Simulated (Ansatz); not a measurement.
Total energies of 1-butyl-3-methylimidazolium chloride (C₈H₁₅ClN₂) from Ansatz at PBE0-D4/def2-TZVP, gas phase (1 Eh = 27.2114 eV = 2625.5 kJ/mol). The reference geometry is relaxed at PBE-D4/def2-SVP.

```csv
state,geometry,energy (Eh)
charge 0 singlet,reference,-883.10711
charge 1 doublet,reference,-882.83149
charge -1 doublet,reference,-883.05814
charge -1 doublet,relaxed at PBE-D4/def2-SVP,-883.09653
free C atom (triplet),–,-37.80537
free N atom (quartet),–,-54.54382
free H atom (doublet),–,-0.50104
free Cl atom (doublet),–,-459.99739
```

Problem. Work out the vertical ionisation energy to the doublet.

Solution. E(charge 1 doublet) − E(charge 0 singlet) = -882.83149 − (-883.10711) = 0.27562 Eh = 7.50 eV. For comparison, −ε of the highest occupied level is 5.72 eV at this level, 1.78 eV less.

Problem. Work out the vertical electron affinity, to the doublet.

Solution. E(charge 0 singlet) − E(charge -1 doublet) = -883.10711 − (-883.05814) = -0.04897 Eh = -1.33 eV; negative, so the extra electron isn't bound. The basis lacks diffuse functions, which makes affinities too small.

Problem. Give the fundamental gap IE − EA, the Mulliken electronegativity (IE + EA)/2 and the hardness (IE − EA)/2.

Solution. From the values in Eh: IE − EA = 0.27562 − (-0.04897) = 0.32459 Eh = 8.83 eV; (IE + EA)/2 = 3.08 eV; (IE − EA)/2 = 4.42 eV. The HOMO–LUMO gap of the same run is 5.59 eV, 3.24 eV smaller than the fundamental gap.

Problem. How much does the charge -1 doublet relax, and what is the adiabatic electron affinity?

Solution. Relaxation: -883.05814 − (-883.09653) = 0.03839 Eh = 1.04 eV. Adiabatic electron affinity: -0.01058 Eh = -0.29 eV, without zero-point energy. Bonds change on the way (1 lost, 0 formed), so the relaxed form is another species. 

Problem. What is the binding energy per atom against free atoms?

Solution. Atoms: 8 × (-37.80537) + 2 × (-54.54382) + 15 × (-0.50104) + 1 × (-459.99739) = -879.04359 Eh. Binding: -879.04359 − (-883.10711) = 4.06352 Eh = 110.57 eV, or 4.25 eV for each of 26 atoms (no zero-point energy, no counterpoise term).

At PBE0-D4/def2-TZVP the highest occupied level of the charge -1 doublet lies above zero (up to 2.83 eV). By energy differences it is unbound by 1.33 eV (vertical, against the charge 0 singlet, at PBE0-D4/def2-TZVP) and held by the finite basis. At PBE0-D4/def2-TZVP the highest occupied level of the relaxed charge -1 doublet lies above zero (up to 0.31 eV). By energy differences it is unbound by 0.29 eV (each at its own geometry, against the charge 0 singlet, at PBE0-D4/def2-TZVP) and held by the finite basis.
